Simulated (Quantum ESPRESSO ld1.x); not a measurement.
All-electron atom: Au2+ in [Xe] 4f14 5d8 5f1 (not the ground configuration).

Method: Dirac Kohn-Sham, PBE, spin-unpolarised, spherical densities, point nucleus; open shells are shared between the two j in proportion to 2j + 1; computed with ld1.x of Quantum ESPRESSO 7.5.

Energy parts (eV):
| part | energy |
|---|---|
| total | -518269 |
| kinetic | 595669 |
| electron-nucleus | -1303401 |
| Hartree | 199379 |
| exchange-correlation | -9917 |

Orbitals (lengths in bohr, moments of r in powers of bohr):
orbital      occ.  eigenvalue (eV)      <r>       <r^4>      <r^2>  small-component weight
1s1/2           2         -80687.4  0.01686   4.244e-07  0.0003930                9.01e-02
2s1/2           2         -14250.0  0.07044  0.00006183   0.005935                2.06e-02
2p1/2           2         -13663.9  0.05798  0.00003677   0.004202                2.07e-02
2p3/2           4         -11828.0  0.06653  0.00005698   0.005390                1.84e-02
3s1/2           2         -3386.49   0.1833    0.002249    0.03855                6.89e-03
3p1/2           2         -3123.48   0.1736    0.001963    0.03516                6.83e-03
3p3/2           4         -2718.33   0.1893    0.002711    0.04158                6.17e-03
3d3/2           4         -2282.68   0.1648    0.001799    0.03190                6.05e-03
3d5/2           6         -2195.62   0.1696    0.001982    0.03364                5.87e-03
4s1/2           2         -759.079   0.4068     0.05058     0.1870                2.33e-03
4p1/2           2         -646.973   0.4094     0.05406     0.1909                2.24e-03
4p3/2           4         -549.816   0.4434     0.07400     0.2235                1.98e-03
4d3/2           4         -366.672   0.4519     0.08863     0.2362                1.78e-03
4d5/2           6         -348.581   0.4630     0.09751     0.2478                1.71e-03
5s1/2           2         -138.477   0.9247       1.332     0.9589                5.89e-04
4f5/2           6         -113.740   0.4948      0.1804     0.2967                1.34e-03
4f7/2           8         -109.926   0.5018      0.1912     0.3052                1.31e-03
5p1/2           2         -101.990   0.9969       1.879      1.122                5.06e-04
5p3/2           4         -85.2254    1.091       2.705      1.343                4.30e-04
5d3/2         3.2         -35.8805    1.413       9.037      2.312                2.57e-04
5d5/2         4.8         -34.0374    1.458       10.30      2.465                2.41e-04
6s1/2           0         -27.6746    2.312       52.68      5.986                1.03e-04
6p1/2           0         -19.8573    2.727       105.7      8.372                7.38e-05
6p3/2           0         -17.8902    2.978       148.9      9.974                6.28e-05
6d3/2           0          -9.6948    4.521       771.5      22.92                2.90e-05
6d5/2           0          -9.5313    4.607       826.4      23.78                2.84e-05
5f5/2    0.428571          -6.3623    5.263        1584      31.67                1.32e-05
5f7/2    0.571429          -6.3549    5.275        1595      31.80                1.31e-05
6f5/2           0          -3.5122    9.608       16990      107.6                9.02e-06
6f7/2           0          -3.5059    9.632       17120      108.0                8.93e-06

The highest occupied level is 5f7/2 at -6.355 eV. The configuration is held as typed, so some empty levels lie below it. The density falls to 0.001 e/bohr^3 at r = 4.10 bohr.
